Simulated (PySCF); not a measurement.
CH3Si, SMILES [SiH]=C, multiplicity 2. Atoms are numbered in the order given.

```xyz
5

C      0.0563    -1.0970     0.0000
Si    -0.1201     0.6008     0.0000
H     -0.7745    -1.7890     0.0000
H      1.0468    -1.5428     0.0000
H      1.0718     1.5026     0.0000
```
Charge 0, spin multiplicity 2.

Geometry optimised at B3LYP-D3(BJ)/def2-TZVP. The isomer is the one that the SMILES or the coordinates give; other isomers of the formula were not compared.

All values below come from r2SCAN/def2-TZVPD (PySCF).

Mulliken values depend strongly on the basis, most of all with diffuse functions as here. ESP charges are fitted to the potential on shells at 1.4 to 2.0 van der Waals radii. Atomic charges (e):

| atom | meta-Löwdin | Mulliken | ESP fit | Mulliken spin |
|---|---|---|---|---|
| C1 | -0.59 | -0.58 | (withheld) | -0.16 |
| Si2 | 0.35 | 0.16 | (withheld) | 0.94 |
| H3 | 0.15 | 0.22 | (withheld) | 0.02 |
| H4 | 0.15 | 0.22 | (withheld) | 0.07 |
| H5 | -0.06 | -0.01 | (withheld) | 0.13 |

Task: What belongs in the gaps? (Estimate from the structure and the level; the computed values follow.)

Result: 
- C1, ESP fit: -0.80
- Si2, ESP fit: 0.24
- H3, ESP fit: 0.28
- H4, ESP fit: 0.28
- H5, ESP fit: 0.01
